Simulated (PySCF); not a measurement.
# Manganese: a sound run and one with changed settings

Sound run: Mn [Ar] 3d5 4s2, Mn⁺ [Ar] 3d5 4s1. Calculation: PySCF 2.14, in cc-pVTZ-DK (7s6p4d2f1g, 68 functions); scalar relativity by spin-free X2C-1e. The sound run starts from symmetry-adapted Hartree-Fock orbitals and uses a fine grid where one is needed.

A second run was set up differently.

```csv
species,method,sound run (hartree),changed run (hartree),converged
Mn,UHF,-1157.38328,-1157.38328,yes
Mn,M06-L,-1158.49036,-1158.48848,yes
Mn,MN15,-1159.17402,-1159.18791,yes
Mn⁺,UHF,-1157.16198,-1157.16198,yes
Mn⁺,M06-L,-1158.21094,-1158.20520,yes
Mn⁺,MN15,-1158.89976,-1158.91363,yes
```

Ionisation energy of Mn:

```
method  sound run (eV)  changed run (eV)
   UHF           6.022             6.022
 M06-L           7.603             7.709
  MN15           7.463             7.463
```

Problem. What was changed?
A. level shift left on
B. radial grid too coarse
C. basis contracted for another Hamiltonian
D. minimal basis

Solution. B. It used radial step 0.3 in ln r (0.13 in the sound run). A coarse radial grid mis-integrates the density and the exchange-correlation energy, with errors of either sign; Hartree-Fock needs no grid.
